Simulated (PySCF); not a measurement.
Excitations are Tamm–Dancoff values on a coarser integration grid. The basis has no diffuse functions, so Rydberg states are missing or too high.

Cartesian coordinates (Å):
```xyz
5

N      1.9747     0.0017     0.4869
C      0.8523     0.0230     0.2656
C     -0.5862    -0.0036    -0.0306
O     -1.2721     0.9684     0.0532
H     -0.9688    -0.9896    -0.3332
```
Charge 0, spin multiplicity 1.

Question: What is the computed HOMO, S1 oscillator strength, total energy, T1 excitation (TDA) and HOMO–LUMO gap (PySCF 2.14.0 with CAM-B3LYP-D3(BJ)/def2-TZVP)?

Answer: 
The HOMO is -10.75 eV and the S1 oscillator strength is 0.001. The total energy is -206.7337 Ha and the T1 excitation (TDA) is 3.26 eV. The HOMO–LUMO gap comes out as 8.90 eV.
